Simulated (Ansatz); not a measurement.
`[F][Zr]([F])([F])[Cl]`. The species carries charge 0 and has multiplicity 1. Zr: def2 effective core potential.

Cartesian coordinates in Å:
```
F 1.051 0.602 1.486
Zr 0.066 0.042 -0.024
F -0.460 1.561 -1.013
F 1.165 -1.046 -1.106
Cl -1.822 -1.159 0.657
```

What are the harmonic wavenumbers in cm⁻¹ at PBE0-D4/def2-TZVP (Ansatz, finite differences of forces, unscaled)? (Estimate.)

Ansatz gave: 130, 130, 170, 170, 170, 418, 683, 690, 690.

Is this a minimum?

Yes, all 9 modes are real.

Give the ideal-gas thermochemistry at 298.15 K and 1 bar (rigid rotor, harmonic oscillator; point group C3v, symmetry number 3).

Zero-point energy 19.4 kJ/mol; H(298) − E = 39.4 kJ/mol; entropy 345.2 J/(mol·K), of which translation 173.9, rotation 108.3, vibration 63.1; G(298) − E = -63.5 kJ/mol.
